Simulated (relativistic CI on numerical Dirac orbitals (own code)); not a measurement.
## Au XLIV: sensitivity of the levels to the model

Base calculation: Dirac-Coulomb-Breit CI, KLI orbitals optimised for each configuration, model QED, unscaled Slater integrals.

Configurations in the expansion (outside the closed core [Ar] 3d10): 4s2 4p6, 4s2 4p5 4d, 4s 4p6 4d, 4s2 4p5 4f, 4s 4p6 4f, 4p6 4d 4f, 4s2 4p5 5s, 4s2 4p5 5p, 4s 4p6 5s, 4s2 4p5 5d, 4s 4p6 5p, 4s2 4p5 5f, 4s2 4p5 5g, 4s 4p6 5d, 4p6 4f 5s, 4s 4p6 5f, 4s2 4p5 6s, 4s2 4p5 6p, 4s 4p6 5g, 4s2 4p5 6d, 4s2 4p5 6f, 4p6 4d2, 4p5 4d3, 4p5 4d2 4f, 4p5 4d2 5s, 4p5 4d2 5p, 4p6 4f2, 4p5 4d 4f2, 4p5 4f3, 4p5 4f2 5s, 4p5 4f2 5p, 4p6 4d 5s, 4p5 4d 4f 5s, 4p5 4d 5s2, 4p5 4d 5s 5p. Double excitations out of closed p, d and f shells are left out; levels of such configurations are missing from the list, as are those of other unlisted configurations, and high levels can miss mixing partners. These lack a partner that the ground configuration has and come out too high: 4s2 4p5 5d, 4s2 4p5 5f, 4s2 4p5 5g, 4s2 4p5 6s, 4s2 4p5 6p.

Variants: (1) configuration mixing switched off; (2) non-relativistic limit. Shifts of the energy above 4s2 4p6 1S_0, in eV, for the lowest level and the first level of each name with at least 55 % of one term (blank where a level changes its place among those of its configuration and J or its character, or is not in the variant):

```tsv
Level	Base	Δ(1)	Δ(2)
4s2 4p6 1S_0	0.000	0.000	0.000
4s2 4p5 4d 3P°_0	166.305	-0.124	-7.733
4s2 4p5 4d 3P°_1	171.785	-0.120	-13.212
4s2 4p5 4d 3F°_3	174.711	+0.155	-12.110
4s2 4p5 4d 3F°_4	198.120	+0.311	-35.519
4s2 4p5 4d 3D°_3	207.127	-0.088	-35.604
4s2 4p5 4d 3F°_2	303.549	+0.304	
4s2 4p5 4f 3D_1	399.492	+8.019	-25.853
4s2 4p5 4f 3D_2	406.442	+5.814	-32.803
4s2 4p5 4f 3G_4	413.032	-0.007	-39.007
4s2 4p5 4f 3F_3	415.651	+0.920	
4s2 4p5 4f 3G_5	417.668	+0.024	-43.643
4s2 4p5 4f 1F_3	419.473	+1.983	
4s2 4p5 4f 3F_4	425.419	-0.078	
4s2 4p5 4f 1D_2	427.250	+0.783	
4s 4p6 4d 3D_1	440.290	-8.029	-166.677
4s 4p6 4d 3D_2	441.263	-5.129	-167.650
4s 4p6 4d 3D_3	461.477	-1.495	-187.864
4s 4p6 4d 1D_2	469.697	-0.611	-182.155
4s2 4p5 4f 3G_3	543.651	-0.023	
4s 4p6 4f 3F°_2	672.113	-0.100	-184.401
4s 4p6 4f 3F°_3	673.650	-0.003	-185.937
```

At this charge energies of transitions that change n are usually good to better than 1 %, and those within a shell (Δn = 0) to a few per cent.

Ionisation energy from the two ground configurations alone: base 2261.21 eV. The NIST ASD value (theoretical) is 2261 eV.

LS names give the leading component of a level, which can be under half, so a name can repeat, a term be missing and a line seem to break the LS rules.
